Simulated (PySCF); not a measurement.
N⁺: ionisation energy

N⁺ [He] 2s2 2p2 (3P) → N²⁺ [He] 2s2 2p1 (2P), as a difference of total energies. Computed with PySCF 2.14 in ANO-RCC-VTZP, with the spin-free X2C one-electron Hamiltonian (Gaussian nucleus). Correlated levels: valence and next inner shell: nothing frozen. The calculations carry no spin-orbit coupling.

```csv
method,ionisation energy (eV),difference from reference (eV)
UHF,29.211,-0.390
MP2 (valence and next inner shell),29.646,+0.045
SCS-MP2 (valence and next inner shell),29.503,-0.098
CCSD (valence and next inner shell),29.496,-0.105
CCSD(T) (valence and next inner shell),29.510,-0.091
CCSDT (valence and next inner shell),29.513,-0.088
```

Reference: 29.601 eV (semi-empirical (NIST evaluation); NIST Atomic Spectra Database, ionization energies).

Errors of the correlated levels include the incompleteness of this basis.
